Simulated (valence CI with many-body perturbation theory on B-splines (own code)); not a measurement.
Which ion has this spectrum?

A relativistic CI+MBPT calculation for an atom or ion with 13 electrons gives these levels (eV):

```tsv
J	Parity	E	g
1/2	odd	0.00	0.65
1/2	even	153.04	2.13
3/2	odd	279.14	1.32
3/2	even	404.43	1.63
5/2	even	421.16	1.34
3/2	even	441.32	0.96
1/2	even	450.56	1.25
3/2	even	496.55	0.83
5/2	even	552.01	1.20
3/2	odd	592.24	1.12
3/2	odd	605.63	0.66
5/2	odd	617.51	1.03
1/2	odd	642.01	0.39
3/2	odd	647.36	1.29
```

The energies are calculated, and their last digits are not significant.

**Question.** Which is it?
A. Ta60+
B. Tm56+
C. Hf59+
D. Yb57+

**Answer.** D. Yb57+, ground level (3s^2 3p1/2) J=1/2.
